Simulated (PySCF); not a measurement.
C₂H₇O₂, charge +1, singlet, at a GFN2-xTB geometry; CCSD(T)/STO-3G (PySCF).

Here is a job for PySCF.
```python
from pyscf import gto, scf, cc

mol = gto.M(
    atom='''
O     0.94252506   -0.38730969   -0.86405071
C     0.65499837    0.80417512   -0.13431585
C    -0.77264665    0.57361480    0.38757397
O    -0.82302888   -0.85937668    0.64821064
H     1.88719062   -0.47366135   -1.03570169
H     1.35686075    0.92709107    0.69543078
H     0.69795534    1.68283732   -0.78062733
H    -0.96521261    1.10967969    1.31661985
H    -1.51192339    0.84950994   -0.36536526
H    -0.03789511   -1.13539028   -0.01681437
H    -1.67705524   -1.25331484    0.39363000
''',
    basis='sto-3g',
    charge=1,
    verbose=4,
)

mf = scf.RHF(mol)
mf.kernel()

mycc = cc.CCSD(mf)
mycc.kernel()
et = mycc.ccsd_t()
print('E(CCSD(T)) = %.10f' % (mycc.e_tot + et))
```

Question: What does PySCF print? Leave out banner, timings and long lists.

Answer: 
```
PySCF version 2.14.0

[INPUT] verbose = 4
[INPUT] num. atoms = 11
[INPUT] num. electrons = 34
[INPUT] charge = 1
[INPUT] spin (= nelec alpha-beta = 2S) = 0
[INPUT] symmetry False subgroup None
[INPUT] Mole.unit = angstrom
[INPUT] Symbol           X                Y                Z      unit          X                Y                Z       unit  Magmom
[...]
nuclear repulsion = 145.637129775127
number of shells = 19
number of NR pGTOs = 81
number of NR cGTOs = 27
basis = sto-3g
ecp = {}

******** <class 'pyscf.scf.hf.RHF'> ********
method = RHF
initial guess = minao
damping factor = 0
level_shift factor = 0
DIIS = <class 'pyscf.scf.diis.CDIIS'>
diis_start_cycle = 1
diis_space = 8
diis_damp = 0
SCF conv_tol = 1e-09
SCF conv_tol_grad = None
SCF max_cycles = 50
direct_scf = True
direct_scf_tol = 1e-13
Set gradient conv threshold to 3.16228e-05
Initial guess from minao.
init E= -227.307245272846
[...]
cycle= 1 E= -226.308443887728  delta_E= 0.999  |g|= 0.406  |ddm|= 3.73
[...]
cycle= 2 E= -226.366701787815  delta_E= -0.0583  |g|= 0.109  |ddm|= 0.639
[...]
cycle= 3 E= -226.370528917122  delta_E= -0.00383  |g|= 0.0243  |ddm|= 0.151
[...]
cycle= 4 E= -226.37086091298  delta_E= -0.000332  |g|= 0.00417  |ddm|= 0.0547
[...]
cycle= 5 E= -226.37087254951  delta_E= -1.16e-05  |g|= 0.00152  |ddm|= 0.00973
[...]
cycle= 6 E= -226.370874266623  delta_E= -1.72e-06  |g|= 0.000289  |ddm|= 0.0044
[...]
cycle= 7 E= -226.370874326952  delta_E= -6.03e-08  |g|= 6.04e-05  |ddm|= 0.000858
[...]
cycle= 8 E= -226.370874329356  delta_E= -2.4e-09  |g|= 1.61e-05  |ddm|= 0.000151
[...]
cycle= 9 E= -226.370874329546  delta_E= -1.91e-10  |g|= 3.39e-06  |ddm|= 4.74e-05
[...]
Extra cycle  E= -226.370874329553  delta_E= -6.93e-12  |g|= 1.39e-06  |ddm|= 6.84e-06
converged SCF energy = -226.370874329553

******** <class 'pyscf.cc.ccsd.CCSD'> ********
CC2 = 0
CCSD nocc = 17, nmo = 27
max_cycle = 50
direct = 0
conv_tol = 1e-07
conv_tol_normt = 1e-05
diis_space = 6
diis_start_cycle = 0
diis_start_energy_diff = 1e+09
Init t2, MP2 energy = -226.562153378092  E_corr(MP2) -0.191279048538692
Init E_corr(CCSD) = -0.191279048539618
cycle = 1  E_corr(CCSD) = -0.227015412348071  dE = -0.0357363638  norm(t1,t2) = 0.0533441
cycle = 2  E_corr(CCSD) = -0.238437469617155  dE = -0.0114220573  norm(t1,t2) = 0.0183818
cycle = 3  E_corr(CCSD) = -0.24450832723076  dE = -0.00607085761  norm(t1,t2) = 0.0075996
cycle = 4  E_corr(CCSD) = -0.244820019182741  dE = -0.000311691952  norm(t1,t2) = 0.00140961
cycle = 5  E_corr(CCSD) = -0.244798100676658  dE = 2.19185061e-05  norm(t1,t2) = 0.000591741
cycle = 6  E_corr(CCSD) = -0.244794264133428  dE = 3.83654323e-06  norm(t1,t2) = 0.000124353
cycle = 7  E_corr(CCSD) = -0.244790349482536  dE = 3.91465089e-06  norm(t1,t2) = 5.1971e-05
cycle = 8  E_corr(CCSD) = -0.244789654215318  dE = 6.95267218e-07  norm(t1,t2) = 1.77823e-05
cycle = 9  E_corr(CCSD) = -0.24478948881839  dE = 1.65396927e-07  norm(t1,t2) = 5.94545e-06
cycle = 10  E_corr(CCSD) = -0.244789612494753  dE = -1.23676363e-07  norm(t1,t2) = 1.84328e-06
cycle = 11  E_corr(CCSD) = -0.24478960777207  dE = 4.72268319e-09  norm(t1,t2) = 7.35224e-07
CCSD converged
E(CCSD) = -226.6156639373254  E_corr = -0.2447896077720701
CCSD(T) correction = -0.00312487524172551
E(CCSD(T)) = -226.6187888126
```
